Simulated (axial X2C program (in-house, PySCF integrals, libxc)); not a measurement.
## How long does ZrB⁺ take?

A bond scan computed with an in-house relativistic program for diatomic molecules. Basis: Zr dyall-cv3z [11s12p9d6f3g], B dyall-v3z [7s6p2d1f] (cores contracted in-house).

Input file and command:
```json
{"zs": [40, 5], "q": 1, "bas": ["dyall-cv3z", "dyall-v3z"], "levels": ["PBE0", "HF", "TPSS"], "cc": true, "r0": 2.39, "thr": -2.0, "nmax": 90, "npts": 10, "nst": 2, "ntry": 6}
```
```bash
python so2c.py task.json out
```

Keys: zs atomic numbers; q charge; bas basis sets; levels methods; cc coupled cluster on or off; r0 starting distance in Å; thr threshold in hartree for freezing inner shells (an s shell follows its p shell); nmax most natural virtual spinors; npts points on the curve; nst determinants followed; ntry starts of the search. HF also brings MP2.

Hardware: 1 thread of Arm Neoverse V1 (shared host).

Wall time of one point of each curve, integrals apart:

| Hamiltonian | level | points | seconds a point |
| --- | --- | --- | --- |
| spin-free | PBE0 | 6 | 1.3 |
| spin-free | HF | 6 | 0.78 |
| spin-free | CCSD(T) (14 electrons, 90 virtuals) | 6 | 7.3 |
| spin-free | TPSS | 6 | 1.8 |
| 2c | PBE0 | 6 | 1.7 |
| 2c | HF | 6 | 1.6 |
| 2c | CCSD(T) (14 electrons, 90 virtuals) | 6 | 9.1 |
| 2c | TPSS | 6 | 2.2 |

The rest:

Search with its distance optimisation 51 s, atoms 68 s, whole task 280 s. Coupled cluster runs on the points near the minimum only. The program drops outer points, and coupled cluster, when its time limit (not in the input) nears; MP2, further determinants and curves that did not converge are not in the table.
